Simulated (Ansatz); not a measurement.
C₂H₂BrF₃, SMILES `FC(F)(F)CBr`, 8 atoms. Charge 0, multiplicity 1. Correlated methods include outer-core shells of Br, which these sets cover unevenly. Scalar relativity is left out up to krypton. All runs use 4 threads of an Intel Xeon on a shared host. Correlated methods freeze the cores.

**Question.** How many basis functions does each run have, and how long does it take in Ansatz? RKS ωB97X-V/def2-TZVPP energy; direct RPA on PBE orbitals/def2-TZVPP energy; RKS r2SCAN0-D4/def2-TZVPP energy; RKS ωB97M-V/def2-TZVPP energy and forces; RKS ωB97M-V/def2-SVP energy; RHF-MP2/def2-QZVPP energy; RKS PBE0-D4/def2-QZVPP energy; RHF-CCSD(T)/def2-SVP energy; RKS LC-ωPBE/def2-TZVPP energy; RHF-CCSD(T)/def2-TZVPP energy; RKS PBE0-D4/def2-SVP energy; RKS PBE0-D4/def2-TZVP relaxation (5 steps). (Best estimate.)

**Answer.** The calculation gave: Other jobs shared the machine, so times are rough.

```
                                level                   job  functions  wall time  peak host memory (GiB)
                 RKS PBE0-D4/def2-SVP                energy        112      1.8 s                    0.46
               RKS LC-ωPBE/def2-TZVPP                energy        231      3.4 s                    0.46
                 RKS ωB97M-V/def2-SVP                energy        112      5.5 s                    0.46
direct RPA on PBE orbitals/def2-TZVPP                energy        231      6.5 s                    0.57
            RKS r2SCAN0-D4/def2-TZVPP                energy        231      6.5 s                    0.67
               RKS ωB97X-V/def2-TZVPP                energy        231        8 s                    0.78
               RKS PBE0-D4/def2-QZVPP                energy        434       10 s                     1.7
               RKS ωB97M-V/def2-TZVPP     energy and forces        231       12 s                    0.87
                 RHF-CCSD(T)/def2-SVP                energy        112       12 s                    0.64
                   RHF-MP2/def2-QZVPP                energy        434       30 s                     2.6
                RKS PBE0-D4/def2-TZVP  relaxation (5 steps)        215       31 s                    0.65
               RHF-CCSD(T)/def2-TZVPP                energy        231    3.6 min                     4.8
```

LC-ωPBE has ω = 0.4 bohr⁻¹.
